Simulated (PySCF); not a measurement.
Vertical excitations of a molecule C2H7ClSi3 from TDDFT-CAM-B3LYP/def2-SVPD run with PySCF, as energy in eV (oscillator strength): 5.32 (0.003), 5.80 (0.002), 6.14 (0.002), 6.37 (0.003), 6.51 (0.251), 6.77 (0.002), 6.99 (0.001), 7.03 (0.002), 7.11 (0.106), 7.16 (0.021). Lowest triplet (TDA): 4.03 eV. Geometry optimised at PBE0-D3(BJ)/def2-SVP. Other conformers were not sampled.

Task: Identify the compound among the candidates.
(A) [SiH3][SiH2]C#C[SiH2]Cl
(B) Cl[Si@@H]1C=C[SiH2][SiH2]1
(C) C#C[SiH2][SiH2][SiH2]Cl
(D) C#C[Si@H](Cl)[SiH2][SiH3]

Result: B, Cl[Si@@H]1C=C[SiH2][SiH2]1
